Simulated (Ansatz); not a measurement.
Ideal-gas functions of F2H3NSSi (`N[Si](F)(F)S`) at 500 K and 1 bar, from an Ansatz frequency run at PBE0-D4/def2-TZVP.

Molar mass 115.18 g/mol, point group C1 (symmetry number 1), electronic degeneracy 1, moments of inertia 129.253, 210.27, 223.874 u Å². Harmonic wavenumbers (cm⁻¹, unscaled): 169, 186, 209, 282, 309, 313, 328, 373, 541, 752, 794, 859, 954, 984, 1573, 2714, 3629, 3729.

Use S(trans) = R[1.5 ln M + 2.5 ln T − 1.1517]; rotational temperatures θ = 24.2544 K / I; S(rot) = R[ln(√π/σ · √(T³/θAθBθC)) + 1.5]; for each mode x = 1.438777 ν̃/T, S = R[x/(eˣ − 1) − ln(1 − e⁻ˣ)] and H = RT x/(eˣ − 1); 1 cm⁻¹ = 0.0119627 kJ/mol; R = 8.31446 J/(mol·K).

Q: By hand: the entropy, in J/(mol·K).

A: Translation 178.8. Rotation: θ = 0.1877, 0.1153, 0.1083 K, giving 119.9. Vibration, mode by mode: 14.39, 13.61, 12.67, 10.28, 9.56, 9.46, 9.10, 8.11, 5.43, 3.35, 3.05, 2.63, 2.12, 1.98, 0.50, 0.03, 0.00, 0.00, in all 106.3. Electronic 0.0. Sum 405.0 J/(mol·K).

Q: By hand: H − E and G − E in kJ/mol, counted from the electronic energy.

A: Zero-point energy ½ × 18698 × 0.0119627 = 111.8; thermal vibration 28.7; translation, rotation and pV give 4 RT = 16.6. H − E = 157.1 kJ/mol, and G − E = 157.1 − 500 × 405.0/1000 = -45.4 kJ/mol.

Vibration gives 26 % of the entropy. The sum counts one conformer and one mirror image; others add a mixing term.
